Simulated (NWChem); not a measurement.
System: CBrCl3; SMILES ClC(Cl)(Cl)Br

Parts of the log:

```
             Northwest Computational Chemistry Package (NWChem) 7.3.0
             --------------------------------------------------------

                             Geometry "geometry" -> ""
                             -------------------------

 Output coordinates in angstroms (scale by  1.889725989 to convert to a.u.)

  No.       Tag          Charge          X              Y              Z
 ---- ---------------- ---------- -------------- -------------- --------------
    1 Cl                  17.0000     0.20287500     1.65527900     1.00299000
    2 C                    6.0000     0.00000000     0.00000000     0.42127700
    3 Cl                  17.0000    -1.53495100    -0.65194400     1.00299000
    4 Cl                  17.0000     1.33207600    -1.00333500     1.00299000
    5 Br                  35.0000     0.00000000     0.00000000    -1.52761100

 Effective nuclear repulsion energy (a.u.)     619.2113591035

                                 NWChem DFT Module
                                 -----------------

 Summary of "ao basis" -> "ao basis" (spherical)
 ------------------------------------------------------------------------------
       Tag                 Description            Shells   Functions and Types
 ---------------- ------------------------------  ------  ---------------------
 Cl                         def2-svp                 8       18   4s3p1d
 C                          def2-svp                 6       14   3s2p1d
 Br                         def2-svp                12       32   5s4p3d

 in cosmo_initialize ...
 calling solv_data for solv:ethanol

 solvent parameters
 solvname_short: ethanol
 solvname_long:  ethanol
 dielec:       24.8520
 dielecinf:     1.8526
 nonaqueous SMD model solvent descriptors
 dielec:       24.8520
 sola:          0.3700
 solb:          0.4800
 solc:          0.0000
 solg:         31.6200
 solh:          0.0000
 soln:          1.3611

          ---------------
          -cosmo- solvent
          ---------------
 Cosmo: York-Karplus, doi: 10.1021/jp992097l
 dielectric constant -eps-     =  24.85
 screen = (eps-1)/(eps    )    =   0.95976
 surface charge correction     = lagrangian

   van der Waals surface
 --------------------------

 ---------- ATOMIC COORDINATES (A.U.) ------------ VDWR(ANG.) --
     1    0.38337816    3.12802374    1.89537627     2.380
     2    0.00000000    0.00000000    0.79609810     1.850
     3   -2.90063680   -1.23199552    1.89537627     2.380
     4    2.51725864   -1.89602822    1.89537627     2.380
     5    0.00000000    0.00000000   -2.88676621     3.060
 number of segments per atom =        128
 number of   points per atom =        128
 atom (   nspa,  nppa )
 ----------------------
    1 (     75,     0 )       0
    2 (      0,     0 )       0
    3 (     72,     0 )       0
    4 (     71,     0 )       0
    5 (     90,     0 )       0
 number of -cosmo- surface points =      308
 molecular surface =    192.196 angstrom**2
 molecular volume  =    219.998 angstrom**3
 -lineq- algorithm             =   0
 -bem- low  level              =   3
 -bem- from -octahedral-
 gaussian surface charge width =   4.50000
 degree of switching           =   1.00000
 switching function tolerance  =   0.00010
 atomic radii =
 --------------
    1 17.000  2.380
    2  6.000  1.850
    3 17.000  2.380
    4 17.000  2.380
    5 35.000  3.060
 ...... end of -cosmo- initialization ......

 nat:                     5
 ixmem:                  1509
 calling mnsol_interface()
 G(SMD-CDS) energy (kcal/mol)  =    -3.916
 SMD-CDS SASA (angstrom**2)    =   151.130

            General Information
            -------------------
          SCF calculation type: DFT
          Wavefunction type:  closed shell.
          No. of atoms     :     5
          No. of electrons :    92
           Alpha electrons :    46
            Beta electrons :    46
          Charge           :     0
          Spin multiplicity:     1
          Use of symmetry is: off; symmetry adaption is: off
          Maximum number of iterations: 150
          AO basis - number of functions:   100
                     number of shells:    42
          Convergence on energy requested:  1.00D-06
          Convergence on density requested:  1.00D-05
          Convergence on gradient requested:  5.00D-04

              XC Information
              --------------
                       M05-2X Method XC Functional
                     Hartree-Fock (Exact) Exchange  0.560
                M05-2X metaGGA Exchange Functional  0.440
                      M05-2X Correlation Potential  1.000

             Grid Information
             ----------------
          Grid used for XC integration:  medium
          Radial quadrature: Mura-Knowles
          Angular quadrature: Lebedev.
          Tag              B.-S. Rad. Rad. Pts. Rad. Cut. Ang. Pts.
          ---              ---------- --------- --------- ---------
          Cl                  1.00       88           9.0       590
          C                   0.70       49           7.0       434
          Br                  1.15      112           8.0       590
          Grid pruning is: on
          Number of quadrature shells:   425
          Spatial weights used:  Erf1

      Superposition of Atomic Density Guess
      -------------------------------------

 Sum of atomic energies:       -3987.68117665

      Non-variational initial energy
      ------------------------------

 Total energy =   -3988.835433
 1-e energy   =   -6774.297129
 2-e energy   =    2166.250336
 HOMO         =      -0.355731
 LUMO         =       0.008222

   convergence    iter        energy       DeltaE   RMS-Dens  Diis-err
 ---------------- ----- ----------------- --------- --------- ---------
     COSMO gas phase
 d= 0,ls=0.0,diis     1  -3991.7469045864 -4.61D+03  2.12D-02  1.83D+00
 d= 0,ls=0.0,diis     2  -3991.3661002078  3.81D-01  1.35D-02  5.51D+00
 d= 0,ls=0.0,diis     3  -3991.9807547784 -6.15D-01  1.08D-03  2.67D-03
 d= 0,ls=0.0,diis     4  -3991.9812467132 -4.92D-04  2.04D-04  3.75D-04
 d= 0,ls=0.0,diis     5  -3991.9812927589 -4.60D-05  8.04D-05  2.27D-05
  Resetting Diis
 d= 0,ls=0.0,diis     6  -3991.9812970967 -4.34D-06  1.84D-05  1.01D-06
 d= 0,ls=0.0,diis     7  -3991.9812972892 -1.93D-07  2.97D-06  2.70D-08

   convergence    iter        energy       DeltaE   RMS-Dens  Diis-err
 ---------------- ----- ----------------- --------- --------- ---------
     COSMO solvation phase
 d= 0,ls=0.0,diis     1  -3991.9880443221 -6.75D-03  1.85D-04  4.68D-05
 d= 0,ls=0.0,diis     2  -3991.9880478086 -3.49D-06  5.15D-05  4.60D-05
 d= 0,ls=0.0,diis     3  -3991.9880530387 -5.23D-06  1.50D-05  3.24D-06
 d= 0,ls=0.0,diis     4  -3991.9880534552 -4.16D-07  4.23D-06  1.84D-07

         Total DFT energy =    -3991.988053455161
      One electron energy =    -6773.692020728003
           Coulomb energy =     2343.811525176305
    Exchange-Corr. energy =     -181.461203632009
 Nuclear repulsion energy =      619.211359103503

             COSMO energy =        0.142286625042

 Numeric. integr. density =       91.999997965091

                                COSMO-SMD solvation results
                                ---------------------------

             internal energy in gas <Psi(g)|H|Psi(g)> =     -3991.981297289240
         internal energy in solvent <Psi(s)|H|Psi(s)> =     -3991.981288042993
                               delta internal energy  =         0.000009246246 (    0.01 kcal/mol)
   total free energy in solvent <Psi(s)|H+V/2|Psi(s)> =     -3991.981813376141
 polarization energy contribution <Psi(s)|V/2|Psi(s)> =        -0.000525333147 (   -0.33 kcal/mol)
    total free energy in solvent including G(SMD-CDS) =     -3991.988053455161
                       G(SMD-CDS) energy contribution =        -0.006240079021 (   -3.92 kcal/mol)
     1 M fixed-concentration free energy of solvation =        -0.006756165922 (   -4.24 kcal/mol)

                       DFT Final Molecular Orbital Analysis
                       ------------------------------------

 Vector   44  Occ=2.000000D+00  E=-3.836409D-01
              MO Center=  5.9D-05, -6.5D-04,  1.0D+00, r^2= 4.0D+00
   Bfn.  Coefficient  Atom+Function         Bfn.  Coefficient  Atom+Function
  ----- ------------  ---------------      ----- ------------  ---------------
    11      0.391558  1 Cl px                44      0.363241  3 Cl py
    62     -0.315257  4 Cl py                 8      0.298248  1 Cl px
    41      0.276680  3 Cl py                59     -0.240131  4 Cl py
    61     -0.237550  4 Cl px                58     -0.180954  4 Cl px
     5      0.169029  1 Cl px                38      0.156805  3 Cl py

 Vector   45  Occ=2.000000D+00  E=-3.638843D-01
              MO Center= -1.6D-01,  1.2D-01, -7.8D-01, r^2= 3.5D+00
   Bfn.  Coefficient  Atom+Function         Bfn.  Coefficient  Atom+Function
  ----- ------------  ---------------      ----- ------------  ---------------
    84      0.418474  5 Br py                81      0.376589  5 Br py
    83      0.318129  5 Br px                80      0.286285  5 Br px
    45     -0.261251  3 Cl pz                13      0.259856  1 Cl pz
    78     -0.247450  5 Br py                42     -0.194880  3 Cl pz
    10      0.193835  1 Cl pz                77     -0.188114  5 Br px

 Vector   46  Occ=2.000000D+00  E=-3.638805D-01
              MO Center=  1.6D-01, -1.2D-01, -7.8D-01, r^2= 3.5D+00
   Bfn.  Coefficient  Atom+Function         Bfn.  Coefficient  Atom+Function
  ----- ------------  ---------------      ----- ------------  ---------------
    83      0.418459  5 Br px                80      0.376582  5 Br px
    84     -0.318147  5 Br py                63      0.300887  4 Cl pz
    81     -0.286313  5 Br py                77     -0.247444  5 Br px
    60      0.224444  4 Cl pz                78      0.188130  5 Br py
    13     -0.151555  1 Cl pz                45     -0.149254  3 Cl pz

 Vector   47  Occ=0.000000D+00  E=-1.818916D-02
              MO Center= -2.7D-05,  1.9D-05, -5.7D-01, r^2= 3.4D+00
   Bfn.  Coefficient  Atom+Function         Bfn.  Coefficient  Atom+Function
  ----- ------------  ---------------      ----- ------------  ---------------
    21      1.128247  2 C  s                 85     -0.928291  5 Br pz
    73     -0.639062  5 Br s                 27     -0.535909  2 C  pz
    20      0.495375  2 C  s                 82     -0.304879  5 Br pz
    24     -0.301032  2 C  pz                12      0.238276  1 Cl py
    43     -0.220959  3 Cl px                79      0.219525  5 Br pz

 Vector   48  Occ=0.000000D+00  E= 4.033566D-02
              MO Center= -7.4D-05, -1.1D-04,  7.4D-01, r^2= 3.3D+00
   Bfn.  Coefficient  Atom+Function         Bfn.  Coefficient  Atom+Function
  ----- ------------  ---------------      ----- ------------  ---------------
    27      0.846009  2 C  pz                21      0.765272  2 C  s
    12      0.568871  1 Cl py                43     -0.527669  3 Cl px
    24      0.479769  2 C  pz                61      0.457882  4 Cl px
     4     -0.439277  1 Cl s                 36     -0.439398  3 Cl s
    54     -0.439319  4 Cl s                 20      0.418019  2 C  s

 Vector   49  Occ=0.000000D+00  E= 5.622686D-02
              MO Center= -1.9D-01, -2.0D-01,  6.0D-01, r^2= 3.1D+00
   Bfn.  Coefficient  Atom+Function         Bfn.  Coefficient  Atom+Function
  ----- ------------  ---------------      ----- ------------  ---------------
    25      1.077984  2 C  px                36      0.642377  3 Cl s
    43      0.617002  3 Cl px                22      0.560833  2 C  px
    62     -0.442649  4 Cl py                54     -0.432509  4 Cl s
    45     -0.333345  3 Cl pz                44      0.319555  3 Cl py
    12      0.255974  1 Cl py                61      0.250607  4 Cl px

     Multipole analysis of the density
     ---------------------------------

     L   x y z        total         alpha         beta         nuclear
     -   - - -        -----         -----         ----         -------
     0   0 0 0     -0.000000    -46.000000    -46.000000     92.000000

     1   1 0 0     -0.000059     -0.000030     -0.000030     -0.000000
     1   0 1 0     -0.000117     -0.000059     -0.000059      0.000000
     1   0 0 1      0.046544     -0.178708     -0.178708      0.403961

     2   2 0 0    -44.678366   -148.965924   -148.965924    253.253482
     2   1 1 0     -0.000108     -0.000004     -0.000004     -0.000100
     2   1 0 1     -0.000108     -0.000054     -0.000054     -0.000000
     2   0 2 0    -44.677471   -148.965518   -148.965518    253.253565
     2   0 1 1      0.000039      0.000020      0.000020      0.000000
     2   0 0 2    -44.118488   -261.402901   -261.402901    478.687314
```

Level: M05-2X/def2-SVP, SMD on the gas-phase geometry. Geometry: optimised at PBE0/def2-SVP. Solvent: ethanol.

**Question.** Reconstruct the input file.

**Answer.** One answer among several that fit: the input that was run:
```
start job
memory heap 200 mb stack 900 mb global 1100 mb
geometry units angstroms noautosym nocenter noautoz
  Cl     0.202875     1.655279     1.002990
  C      0.000000     0.000000     0.421277
  Cl    -1.534951    -0.651944     1.002990
  Cl     1.332076    -1.003335     1.002990
  Br     0.000000     0.000000    -1.527611
end
basis spherical
  * library def2-svp
end
dft
  xc m05-2x
  iterations 150
end
cosmo
  do_cosmo_smd true
  solvent ethanol
end
task dft energy
```
